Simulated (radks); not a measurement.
Nb I, configuration [Kr] 4d4 5s1.

All-electron calculation, non-relativistic Kohn-Sham, TPSS, spin-polarised, spherical densities, point nucleus; open shells are filled with parallel spins first (spin-orbit coupling, left out, can overturn this in heavy ions); meta-GGA in the generalised Kohn-Sham scheme; relativity is left out, which matters for an element this heavy. Program: a radial shooting solver on a logarithmic mesh with Libxc functionals.

Energy parts (hartree):
total: -3755.41345
kinetic: 3753.61060
electron-nucleus: -8944.45452
Hartree: 1552.43037
exchange-correlation: -116.99989

Orbitals (lengths in bohr, moments of r in powers of bohr; <r^-3> diverges for s and p1/2; r(max) is where P^2 peaks; r(90%) holds 90 % of the orbital's charge):
orbital	occ.	eigenvalue (hartree)	<r^2>	r(max)	r(90%)	<r^-3>
1s down	1	-675.5291	0.001851	0.02460	0.0661	-
1s up	1	-675.5289	0.001851	0.02460	0.0661	-
2s up	1	-92.97680	0.03116	0.1375	0.251	-
2s down	1	-92.96558	0.03116	0.1375	0.251	-
2p up	3	-85.35148	0.02380	0.1084	0.227	2128
2p down	3	-85.34302	0.02380	0.1084	0.227	2129
3s up	1	-15.49574	0.2364	0.4056	0.671	-
3s down	1	-15.49038	0.2364	0.4057	0.671	-
3p up	3	-12.59145	0.2363	0.3936	0.681	343.4
3p down	3	-12.58450	0.2363	0.3937	0.681	343.2
3d up	5	-7.31389	0.2253	0.3349	0.692	50.11
3d down	5	-7.30182	0.2251	0.3351	0.692	50.09
4s up	1	-2.06897	1.616	1.061	1.74	-
4s down	1	-1.99148	1.590	1.053	1.73	-
4p up	3	-1.27664	2.005	1.137	1.97	45.40
4p down	3	-1.18827	1.970	1.126	1.95	46.83
5s up	1	-0.15115	15.86	3.121	5.55	-
4d up	4	-0.14201	5.730	1.480	3.55	2.862

The highest occupied level is 4d up at -3.864 eV. The electron density at the nucleus is 4.802e+04 e/bohr^3. Spin moment in Bohr magnetons: 5.
